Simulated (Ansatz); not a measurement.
One change: `OCCO[SiH3]` becomes `[OH][AlH][CH2]O[SiH3]`.

Ansatz, PBE0-D4/def2-TZVP geometries, multiplicity 1. Each molecule was computed in one conformer, which needn't be the lowest.

```csv
property,`OCCO[SiH3]`
HOMO energy (PBE0/def2-TZVPP) / eV,-7.88
HOMO energy (PBE/def2-TZVPP) / eV,-6.23
LUMO energy (PBE/def2-TZVPP) / eV,-0.78
HOMO–LUMO gap (PBE0/def2-TZVPP) / eV,7.97
LUMO energy (ωB97M-V/def2-TZVPP) / eV,1.75
LUMO energy (PBE0/def2-TZVPP) / eV,0.10
```

**Question.** Give the same properties after the change, and the shifts. (An estimate is asked.)

**Answer.** Computed: 
```json
{"property": "HOMO energy (PBE0/def2-TZVPP) / eV", "`[OH][AlH][CH2]O[SiH3]`": "-7.35", "shift": "0.53"}
{"property": "HOMO energy (PBE/def2-TZVPP) / eV", "`[OH][AlH][CH2]O[SiH3]`": "-6.03", "shift": "0.20"}
{"property": "LUMO energy (PBE/def2-TZVPP) / eV", "`[OH][AlH][CH2]O[SiH3]`": "-1.61", "shift": "-0.83"}
{"property": "HOMO–LUMO gap (PBE0/def2-TZVPP) / eV", "`[OH][AlH][CH2]O[SiH3]`": "6.59", "shift": "-1.38"}
{"property": "LUMO energy (ωB97M-V/def2-TZVPP) / eV", "`[OH][AlH][CH2]O[SiH3]`": "1.01", "shift": "-0.74"}
{"property": "LUMO energy (PBE0/def2-TZVPP) / eV", "`[OH][AlH][CH2]O[SiH3]`": "-0.76", "shift": "-0.86"}
```

With PBE0 the HOMO rises by 0.53 eV and the LUMO falls by 0.86 eV, so the gap narrows by about 1.39 eV. PBE moves the HOMO by 0.20 eV and ωB97M-V by 0.72 eV.
